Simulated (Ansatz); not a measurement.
Consider the redistribution: `[OH][Al]([F])[ZnH]` + `O[SiH2][SiH2]O[SiH3]` → `[OH][Al]([F])[O][SiH3]` + `O[SiH2][SiH2][ZnH]`.

Computed with Ansatz on PBE0-D4/def2-TZVP structures; ΔE is electronic, products minus reactants. CCSD(T)/CBS is the MP2 limit (def2-TZVPP, def2-QZVPP) plus CCSD(T) − MP2 in def2-TZVPP, frozen cores. Functionals use def2-TZVPP. For Zn outer-core shells are correlated without core-valence functions, which leaves a few kJ/mol of doubt a bond. Scalar relativity is left out up to krypton. One conformer a species, not always the lowest.

`[OH][Al]([F])[ZnH]`:

Cartesian coordinates in Å:
```
O 1.227 0.009 1.322
Al -0.211 -0.242 0.463
F -1.459 -0.995 1.255
Zn -0.404 0.505 -1.893
H 1.370 -0.253 2.231
H -0.522 0.977 -3.378
```

`O[SiH2][SiH2]O[SiH3]`:

Cartesian coordinates in Å:
```
O 0.401 2.187 -0.538
Si -1.068 1.632 -0.014
Si -0.830 -0.363 1.214
O 0.039 -1.455 0.335
Si 1.326 -1.626 -0.650
H 0.884 1.626 -1.147
H -1.635 2.708 0.838
H -1.995 1.399 -1.162
H -0.128 -0.114 2.505
H -2.151 -0.978 1.518
H 1.364 -0.504 -1.636
H 1.200 -2.904 -1.389
H 2.592 -1.606 0.125
```

`[OH][Al]([F])[O][SiH3]`:

```xyz
9

O     0.164    2.240    1.687
Al   -0.468    0.739    1.277
F    -1.589    0.098    2.285
O    -0.005   -0.101   -0.089
Si    0.215   -1.169   -1.296
H     0.822    2.689    1.159
H     0.455   -2.529   -0.744
H    -0.986   -1.204   -2.170
H     1.392   -0.763   -2.108
```

`O[SiH2][SiH2][ZnH]`:

Cartesian coordinates in Å:
```
O 1.438 1.055 1.386
Si 0.024 1.326 0.565
Si -1.018 -0.653 -0.137
Zn 0.375 -2.076 -1.434
H 2.175 0.694 0.892
H -0.827 2.086 1.515
H 0.267 2.178 -0.639
H -1.531 -1.378 1.065
H -2.215 -0.243 -0.935
H 1.311 -2.989 -2.278
```

CCSD(T)/CBS gives -50.9 kJ/mol.

Q: Another level gave -48.0 kJ/mol. Which?
A. CCSD(T)/def2-TZVPP
B. r2SCANh/def2-TZVPP
C. LDA (SPW92)/def2-TZVPP
D. BHLYP-D4/def2-TZVPP

A: C. LDA (SPW92) -48.0, r2SCANh -58.0, BHLYP-D4 -43.6, CCSD(T)/def2-TZVPP -52.5 kJ/mol.

Largest T1 diagnostic among the species: 0.015.

At CCSD(T), def2-SVP lies −17.1 kJ/mol from the extrapolated value and def2-TZVPP −1.6 kJ/mol. The D4 term adds +3.5 kJ/mol with B3LYP and +2.1 kJ/mol with PBE0; it sums over pairs of atoms, weighted by their polarisabilities, and B3LYP, whose exchange is more repulsive, gets the larger term. Leaving LDA and LC-ωPBE aside and taking each functional with its dispersion term where it has one, the values, not all of them listed here, spread over 14.6 kJ/mol, from r2SCAN-D4 to BLYP-D4.

B3LYP here is the variant with VWN-RPA as its local correlation; programs differ in this.
